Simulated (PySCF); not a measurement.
## `C#C[P@](C)(=O)C(F)(F)F`, C4H4F3OP

Geometry:
| atom | x (Å) | y (Å) | z (Å) |
| --- | --- | --- | --- |
| C1 | 2.643 | -0.753 | -0.143 |
| C2 | 1.499 | -0.446 | -0.343 |
| P3 | -0.165 | 0.023 | -0.720 |
| C4 | -1.257 | -1.186 | 0.092 |
| O5 | -0.455 | 0.352 | -2.110 |
| C6 | -0.325 | 1.534 | 0.401 |
| F7 | 0.489 | 2.516 | 0.017 |
| F8 | -1.579 | 1.999 | 0.356 |
| F9 | -0.055 | 1.271 | 1.687 |
| H10 | 3.641 | -1.024 | 0.050 |
| H11 | -1.006 | -1.310 | 1.143 |
| H12 | -2.284 | -0.839 | -0.017 |
| H13 | -1.150 | -2.136 | -0.431 |

The calculation used PySCF 2.14.0, GIAO B97-2/pcSseg-1 magnetisability, rotational g tensor and spin-rotation constants, non-relativistic, gas phase. Geometry: GFN2-xTB.

How diamagnetic is it, and how anisotropic?

Isotropic -1265 × 10⁻³⁰ J/T², or -76.2 × 10⁻⁶ cm³/mol; principal values -1317, -1276, -1202 × 10⁻³⁰ J/T², anisotropy 101 × 10⁻³⁰ J/T² (root of half the summed squared differences of the principal values). The susceptibility is in cgs units.

Split it along the inertial axes a, b, c into diamagnetic and paramagnetic parts about the centre of mass, with the quadrupole moment.


```tsv
axis	χ (10⁻⁶ cm³/mol)	diamagnetic (10⁻⁶ cm³/mol)	paramagnetic (10⁻⁶ cm³/mol)	summed x² of all electrons (Å²)	quadrupole Θ (D Å)
a	-73.8	-755.1	681.3	160.6	+4.81
b	-77.3	-980.1	902.7	107.5	+2.55
c	-77.4	-1137.3	1060.0	70.5	-7.36
```
Anisotropies 2χaa − χbb − χcc = +7.1 and 2χbb − χaa − χcc = -3.5 × 10⁻⁶ cm³/mol. Θ is traceless in Buckingham's convention.

And the rotational g tensor?


| axis | rotational constant (GHz) | g | nuclear part | electronic part |
| --- | --- | --- | --- | --- |
| a | 1.7541 | -0.0224 | 0.5391 | -0.5614 |
| b | 1.2569 | -0.0131 | 0.5199 | -0.5331 |
| c | 1.0686 | -0.0082 | 0.5239 | -0.5322 |

Asymmetric top; isotopes 12C, 19F, 1H, 16O, 31P; no vibrational averaging.
